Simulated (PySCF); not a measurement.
CH8FNSi2, SMILES N[SiH2][SiH2]CF. Atoms are numbered in the order given.

```xyz
13

N     -1.5673     0.2590     1.3685
Si    -1.4467    -0.3850    -0.2406
Si     0.5931     0.2448    -1.2472
C      1.7401     0.4686     0.2709
F      1.4718    -0.5378     1.1927
H     -0.7907     0.0779     1.9976
H     -1.9248     1.1990     1.4945
H     -2.6158     0.1229    -1.0220
H     -1.4976    -1.8789    -0.2024
H      0.5450     1.5583    -1.9689
H      1.1646    -0.7787    -2.1789
H      1.5409     1.4427     0.7513
H      2.8133     0.4351     0.0187
```

Coordinates come from a PBE0-D3(BJ)/def2-SVP optimisation. This is a generated structure with no PubChem entry under its InChIKey; it may be hypothetical. Other conformers were not sampled.

All values below come from PySCF with SMD-PBE0/6-31G*.

Solvation free energies are E(SMD) − E(gas) at the gas-phase geometry, for 1 M in both phases. In vacuum the dipole moment is 2.17 D.

Computed solvation free energies in water, N,N-dimethylformamide, acetone:
```csv
solvent,ΔG(solv) (kcal/mol),its non-electrostatic (CDS) part,dipole (D)
water,-0.5,4.9,2.94
"N,N-dimethylformamide",-3.5,1.8,2.92
acetone,-4.2,0.9,2.88
```
